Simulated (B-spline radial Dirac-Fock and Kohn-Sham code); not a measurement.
**Isotope-shift constants of the inner levels of Re**

System: the Re atom, [Xe] 4f14 5d5 6s2.

Input of the calculation (task.json; shells as n, l, electrons):

```json
{"items": [{
  "Z": 75,
  "q": 0,
  "cfg": [[1, 0, 2], [2, 0, 2], [2, 1, 6], [3, 0, 2], [3, 1, 6], [3, 2, 10], [4, 0, 2], [4, 1, 6], [4, 2, 10], [4, 3, 14], [5, 0, 2], [5, 1, 6], [5, 2, 5], [6, 0, 2]],
  "A": 187,
  "rrms": 5.3698,
  "do": "isoshift",
  "isotopes": [[185, 184.95295832, 5.3596], [187, 186.955752217, 5.3698]]
}]}
```

Command: `python xray2_run.py task.json out`

Model: first-order field-shift and mass-shift constants from Dirac-Fock ground and hole states with a Fermi nucleus; the mass shift has no relativistic recoil terms. Program: a B-spline atomic structure program. A binding energy shifts by δE = F·δ⟨r²⟩ + (K_N + K_S)·δ(1/M); F is taken for a change of radius at fixed skin thickness and so holds the higher radial moments.

```tsv
level	F (meV/fm²)
K (1s)	-898.5
L1 (2s)	-128.6
L2 (2p1/2)	-1.811
L3 (2p3/2)	5.315
M1 (3s)	-28.95
M2 (3p1/2)	-0.3704
M3 (3p3/2)	1.486
M4 (3d3/2)	1.383
M5 (3d5/2)	1.316
```

The mass shift is not given and not included below: at this Z its relativistic corrections are large. It matters little for K lines but can be comparable with the field shift of L lines.

Field shifts alone in meV from A = 187 (mass 186.9558 u, rms radius 5.3698 fm); radii from Angeli and Marinova (2013).

| A | mass (u) | radius (fm) | Kα1 | Kα2 | Kβ1 | Lα1 |
| --- | --- | --- | --- | --- | --- | --- |
| 185 | 184.9530 | 5.3596 | ? | ? | ? | ? |

Problem. What are the shifts for A = 185?

Solution. Kα1 +98.9 meV; Kα2 +98.1 meV; Kβ1 +98.5 meV; Lα1 -0.4 meV.
